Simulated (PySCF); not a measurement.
A structure optimised at B3LYP-D3(BJ)/def2-SVP, used in a PySCF frequency run:

```
C
C 1 1.3771
H 2 1.0910 1 121.26
C 2 1.4256 3 124.06 1 180.00
C 4 1.3710 2 114.84 3 180.00
H 5 1.0892 4 127.33 2 180.00
H 4 1.0916 5 122.47 6 0.00
C 1 1.4413 2 126.11 3 0.00
N 8 1.3032 1 128.80 2 0.00
O 8 1.3642 9 111.67 1 180.00
C 10 1.3570 8 102.62 9 0.00
N 11 1.2905 10 112.60 8 0.00
H 11 1.0872 12 128.99 9 180.00
Se 5 1.8666 6 120.48 4 180.00
```
Charge 0, spin multiplicity 1.

Task: Write its SMILES, formula and point group.

Result: c1c[se]c(-c2nnco2)c1, C6H4N2OSe, Cs

Task: What are its rotational constants (standard atomic weights)?

Result: 2.5173, 0.66424, 0.52556 GHz
